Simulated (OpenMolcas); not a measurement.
Pm3+ in SrO

Pm3+ with its 6 nearest oxide ions at 2.431 Å, on the Sr site of SrO (a = 5.1602 Å, distance in the model lattice 2.580 Å). The rest of the host is ab initio model potentials to 7.6 Å, with orthogonalisation functions on the cations behind the ligands, and point charges beyond; the distance is set by hand and nothing relaxes, and no local charge compensation is placed. Ligand basis ANO-RCC-VDZP.
```
Pm    0.0000    0.0000    0.0000
O     2.4310    0.0000    0.0000
O     0.0000    2.4310    0.0000
O    -2.4310    0.0000    0.0000
O     0.0000   -2.4310    0.0000
O     0.0000    0.0000    2.4310
O     0.0000    0.0000   -2.4310
```

| Property | Result |
| --- | --- |
| Program | OpenMolcas 26.06 |
| Method | CASSCF |
| Basis | ANO-RCC-VDZP [7s6p4d2f1g] |
| Scalar Hamiltonian | DKH2, point nucleus |
| Active space | 4 electrons in 7 orbitals (4f) |
| State averaging | 2S+1 = 5 even, 35 roots (32 in the spin-orbit step); 2S+1 = 3 even, 117 roots kept (CI in the orbitals of an earlier block, 106 in the spin-orbit step); 2S+1 = 1 even, 75 roots kept (CI in the orbitals of an earlier block, 31 in the spin-orbit step) |
| Spin-orbit coupling | state interaction with AMFI integrals over the reference wave functions |

The lowest spin-free states (labels of O, the rotations of Oh), above the lowest:

```csv
State,Degeneracy,E (cm-1),Free-ion L (%)
5A1,1,0.0,I (100)
5T2,3,45.4,I (100)
5T1,3,78.2,I (100)
5E,2,543.7,I (100)
5T2,3,632.3,I (100)
5A2,1,758.3,I (100)
5A2,1,14804,F (100)
5T2,3,15103,F (100)
5A1,1,15188,S (99)
5T1,3,15619,F (100)
3T1,3,18016,K (99)
3T2,3,18048,K (100)
3A2,1,18111,K (100)
3T2,3,18192,K (100)
2S+1 = 3,5,18208,K (99)
3T1,3,22647,H (99)
3E,2,22719,H (98)
5A1,1,23144,G (99)
3T2,3,23329,H (98)
3T1,3,23511,H (98)
```

The lowest levels with spin-orbit coupling:

```
E (cm-1)  Degeneracy  Label  2S+1     J  |mJ| (%)
     0.0           3     T2     5  3.99    3 (58)
   330.5           2      E     5  4.03    2 (50)
   346.0           3     T1     5  4.03    1 (57)
   379.3           1     A1     5  4.01    0 (58)
    1730           3     T1     5  4.97    3 (58)
    1780           2      E     5  4.96    2 (50)
    1798           3     T2     5  5.02    2 (33)
    1900           3     T1     5  5.02    5 (34)
    3422           1     A1     5  5.98    4 (87)
    3459           3     T1     5  5.97    4 (33)
    3495           3     T2     5  5.98    3 (33)
    3528           1     A2     5  6.01    2 (69)
    3598           3     T2     5  6.01    1 (51)
    3600           2      E     5  6.02    0 (43)
    5230           3     T1     5  6.98    5 (55)
    5292           2      E     5  6.97    4 (49)
    5318           3     T2     5  6.97    3 (44)
    5351           1     A2     5  6.98    2 (54)
    5479           3     T1     5  7.02    7 (34)
    5491           3     T2     5  7.01    2 (33)
```

Powder χT (cm3 K/mol): 0.553 at 2 K, 0.563 at 10 K, 0.613 at 50 K, 0.677 at 100 K, 0.802 at 200 K, 0.893 at 300 K. The effective moment at 300 K is 2.828 √(χT) = 2.67 μB.

Hund's rules give f4 the level 5I4 with g = 0.600, so an isolated free-ion multiplet has χT = g² J(J+1) / 8 = 0.900 cm3 K/mol. The computed 0.893 at 300 K differs by -1 %, through the field's splitting, the mixing of terms and any other multiplet in reach.

Stevens parameters of the J = 4 multiplet, which is 379 cm-1 wide (cm-1, z along the main axis): B40 = 1.346e-01, B44 = 6.779e-01, B60 = 7.902e-04, B64 = -1.700e-02.

Metal share of the active 4f orbitals (Löwdin): 99, 99, 99, 100, 100, 100, 100 %; Mulliken charge of the metal 2.35.

High states are left out of the spin-orbit mixing, which shifts the levels that they would mix with. Without dynamic correlation the ligand-field splitting of an f shell can come out too small, at times by half. A group larger than the point group allows holds several states that coincide in this model. The first state left out of the spin-orbit step lies near 39000 cm-1 above the lowest spin-free state of the reference (among the parities and spins computed), and the lists stop at four fifths of that energy or lower. No measured value stands beside these numbers; the geometry was set by hand and not optimised.
